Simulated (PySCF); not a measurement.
**Two-component Hartree-Fock for Mn (manganese, neutral)**

Start: [Ar] 3d7; 3d3/2 filled at m_j = +1/2, +3/2; 3d5/2 filled at m_j = -3/2, -1/2, +1/2, +3/2, +5/2. Calculated with PySCF 2.14 in x2c-SVPall-2c with one added diffuse shell each of s, d type (6s5p4d1f, 48 functions): generalised Hartree-Fock with the X2C-1e Hamiltonian and a Gaussian nucleus; one run each with spin-orbit coupling (SO) switched off, then screened by Boettger's factors. This is a chosen level, not necessarily the ground level.

```json
{"spinor shell": "1s1/2", "electrons": "2", "ε, spin-free (eV)": "-6591.8", "ε, screened SO (eV)": "-6591.7", "weight of nominal j (screened SO)": "1.000", "rms radius, screened SO (bohr)": "0.0704"}
{"spinor shell": "2s1/2", "electrons": "2", "ε, spin-free (eV)": "-797.89", "ε, screened SO (eV)": "-797.80", "weight of nominal j (screened SO)": "1.000", "rms radius, screened SO (bohr)": "0.302"}
{"spinor shell": "2p1/2", "electrons": "2", "ε, spin-free (eV)": "-671.95", "ε, screened SO (eV)": "-679.29", "weight of nominal j (screened SO)": "0.990", "rms radius, screened SO (bohr)": "0.271"}
{"spinor shell": "2p3/2", "electrons": "4", "ε, spin-free (eV)": "-671.95", "ε, screened SO (eV)": "-668.20", "weight of nominal j (screened SO)": "0.995", "rms radius, screened SO (bohr)": "0.274"}
{"spinor shell": "3s1/2", "electrons": "2", "ε, spin-free (eV)": "-100.64", "ε, screened SO (eV)": "-100.55", "weight of nominal j (screened SO)": "1.000", "rms radius, screened SO (bohr)": "0.922"}
{"spinor shell": "3p3/2", "electrons": "4", "ε, spin-free (eV)": "-63.336", "ε, screened SO (eV)": "-62.678", "weight of nominal j (screened SO)": "0.829", "rms radius, screened SO (bohr)": "0.998"}
{"spinor shell": "3p1/2", "electrons": "2", "ε, spin-free (eV)": "-63.336", "ε, screened SO (eV)": "-64.417", "weight of nominal j (screened SO)": "0.658", "rms radius, screened SO (bohr)": "0.998"}
{"spinor shell": "3d5/2", "electrons": "5", "ε, spin-free (eV)": "-8.986", "ε, screened SO (eV)": "-11.365", "weight of nominal j (screened SO)": "0.590", "rms radius, screened SO (bohr)": "1.44"}
{"spinor shell": "3d3/2", "electrons": "2", "ε, spin-free (eV)": "-8.986", "ε, screened SO (eV)": "-2.798", "weight of nominal j (screened SO)": "0.688", "rms radius, screened SO (bohr)": "3.61"}
```

| quantity | spin-free | screened SO |
| --- | --- | --- |
| E (hartree) | -1156.88375 | -1156.89492 |
| M_J | 9/2 | 9/2 |
| ⟨J²⟩ | 25.339 | 25.347 |
| ⟨L²⟩ | 12.006 | 12.010 |
| ⟨S²⟩ | 4.334 | 4.319 |

The determinant has a definite M_J but mixes levels of different J.

Each row is a mean over spinors that exchange with the open shell spreads, by up to 12.126 eV (3p3/2).

Rows whose weight is well below 1 are mixtures of j = l ± 1/2: exchange outweighs spin-orbit coupling there, and the label is only the starting occupation.

Without spin-orbit coupling the j labels of p, d and f shells carry no meaning; the spin-free column gives the mean over the occupied spinors of each nl shell, and its ⟨J²⟩ belongs to a mixture of degenerate components.
